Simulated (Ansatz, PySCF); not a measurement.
System: sum formula SiNH2Cl2, charge 0, multiplicity 2. It need not be the lowest isomer of its formula. 
Coordinates optimised at B3LYP-D3(BJ)/def2-TZVP (Ansatz, a quantum-chemistry and plane-wave program):
```xyz
6

Si     0.1932    -0.3752    -0.4156
Cl    -0.5700    -1.0797     1.3825
Cl    -0.6406     1.4536    -0.9373
N      1.8643    -0.1084    -0.1752
H      2.4300    -0.7919     0.3052
H      2.3954     0.4467    -0.8290
```
Charge 0, spin multiplicity 2.

Total electronic energies in hartree. Cores are frozen in the correlated levels unless marked. Open shells are spin-unrestricted. Spin-orbit coupling is left out. No relativistic terms. Basis-set limits of correlation are two-point, X^-3; Hartree-Fock from the larger set. The bracket is a focal-point correction in the basis named.

```
level                                                                 program  energy (Eh)
-------------------------------------------------------------  --------------  -----------
RI-HF/cc-pV(T+d)Z                                                      Ansatz  -1263.73443
BLYP-D4/def2-TZVPD                                             Ansatz + dftd4          ___
r2SCAN/def2-TZVPD                                                      Ansatz  -1265.89406
r2SCAN-D3(BJ)/def2-TZVPD                                       Ansatz + dftd3  -1265.89578
B3LYP/def2-TZVPD                                                       Ansatz  -1266.05392
PBE0/STO-3G                                                            Ansatz  -1251.37261
PBE0-D3(BJ)/def2-TZVPD                                         Ansatz + dftd3  -1265.52611
PBE0-D4/def2-TZVP                                              Ansatz + dftd4  -1265.52341
PBE0/def2-TZVPD                                                         PySCF  -1265.52039
TPSSh-D3(BJ)/def2-TZVPD                                         PySCF + dftd3  -1266.05883
r2SCANh-D4/def2-TZVPD                                          Ansatz + dftd4  -1265.88792
HSE06/def2-TZVPD                                                       Ansatz  -1265.49593
LC-wPBE-D3(BJ)/def2-TZVPD                                      Ansatz + dftd3  -1265.63367
LC-wPBE-D4/def2-TZVPD                                          Ansatz + dftd4  -1265.63452
LC-wPBE/def2-TZVPD                                                     Ansatz  -1265.62703
wB97M-V/def2-TZVPD                                                     Ansatz  -1265.92106
RPA@PBE/cc-pV(T+d)Z                                                    Ansatz  -1264.81743
MP2/6-31G*                                                             Ansatz  -1264.07210
MP2/cc-pVTZ                                                            Ansatz  -1264.41178
RI-MP2/cc-pV(T+d)Z                                                     Ansatz  -1264.41864
SCS-MP2/cc-pV(T+d)Z                                                    Ansatz  -1264.40587
SCS-MP2/cc-pVTZ                                                        Ansatz  -1264.39890
RI-MP2/CBS(cc-pV(T+d)Z,cc-pV(Q+d)Z)+[CCSD(T)-MP2]/cc-pV(T+d)Z          Ansatz   -1264.6168
```

Task: What belongs in the gaps?

Result: 
- BLYP-D4/def2-TZVPD, energy (Eh): -1265.99588
